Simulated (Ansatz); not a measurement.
Relaxation of C$_{2}$H$_{4}$OSi (8 atoms, charge 0, multiplicity 1), to a largest force component of 0.015 eV/Å in at most 40 steps.

Theory: RKS BHLYP-D4/6-31G* (Ansatz).

```xyz
8
Properties=species:S:1:pos:R:3:forces:R:3
O 1.530 -0.602 2.236 -1.92 1.11 -4.91
C 1.154 -0.383 1.109 2.35 -1.23 4.01
C 0.779 -0.187 -0.135 4.41 -1.23 0.98
Si -0.821 0.256 -0.489 -4.95 1.21 -1.32
H 1.529 -0.291 -0.943 -0.42 0.01 0.89
H -1.854 -0.757 -0.066 0.40 0.32 -0.09
H -1.182 1.540 0.155 -0.08 -0.05 0.04
H -1.006 0.468 -1.963 0.22 -0.15 0.39
```

Task: Where does it end, and by what steps?

Result: The run converged. After 19 steps the energy has fallen by 0.599 eV; H5 moved furthest, 0.90 Å.

| step | energy less start (eV) | largest force component (eV/Å) | accepted |
| --- | --- | --- | --- |
| 0 | 0.0000 | 4.949 | yes |
| 1 | -0.4594 | 2.129 | yes |
| 2 | -0.5465 | 0.349 | yes |
| 3 | -0.5509 | 0.107 | yes |
| 4 | -0.5530 | 0.050 | yes |
| 5 | -0.5533 | 0.077 | yes |
| 6 | -0.5538 | 0.040 | yes |
| 7 | -0.5483 | 0.678 | no |
| 8 | -0.5553 | 0.032 | yes |
| 9 | -0.5572 | 0.245 | yes |
| 10 | -0.5596 | 0.312 | yes |
| 11 | -0.5604 | 0.844 | yes |
| 12 | -0.5690 | 0.619 | yes |
| 13 | -0.5913 | 0.110 | yes |
| 14 | -0.5970 | 0.032 | yes |
| 15 | -0.5953 | 0.446 | no |
| 16 | -0.5986 | 0.065 | yes |
| 17 | -0.5987 | 0.107 | yes |
| 18 | -0.5991 | 0.056 | yes |
| 19 | -0.5993 | 0.011 | yes |

```xyz
8
Properties=species:S:1:pos:R:3
O 1.788 0.089 2.080
C 1.308 -0.176 1.064
C 0.736 -0.454 -0.077
Si -0.905 0.274 -0.522
H 1.268 -1.123 -0.735
H -1.913 -0.782 -0.742
H -1.339 1.138 0.592
H -0.813 1.078 -1.757
```

Whether the end is a true minimum wasn't checked by a vibrational analysis.

Run time: 34 s on 1 thread of Intel(R) Xeon(R) 6975P-C (Granite Rapids), with other jobs on the host, peak memory 0.16 GiB.
